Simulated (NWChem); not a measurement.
System: SiSH cation, singlet; SMILES [Si]=[SH+]

```xyz
3

Si    -0.0350    -1.0961     0.0000
S      0.1069     0.9644     0.0000
H     -1.2593     1.0423     0.0000
```
Atoms are numbered in this order, from 1.

Low-valent species are run as closed-shell singlets; no triplet was tried in these runs. Geometry: optimised at PBE0/def2-SVP.

 Unshifted, non-relativistic core excitations; the lowest 4 roots alone, so stronger bands may lie above.

Q: List the first S K-edge excitations from B3LYP/def2-TZVP, restricted-window TDA (NWChem).

A: 
| state | energy (eV) | dipole oscillator strength | leading excitation (squared amplitude) |
|---|---|---|---|
| S1 | 2413.9 | 0.0003 | 1s of atom 2 or its equivalents → LUMO (1.00) |
| S2 | 2414.3 | 0.0026 | 1s of atom 2 or its equivalents → LUMO+1 (0.99) |
| S3 | 2416.8 | 0.0041 | 1s of atom 2 or its equivalents → LUMO+2 (0.95) |
| S4 | 2417.8 | 0.0026 | 1s of atom 2 or its equivalents → LUMO+3 (0.95) |
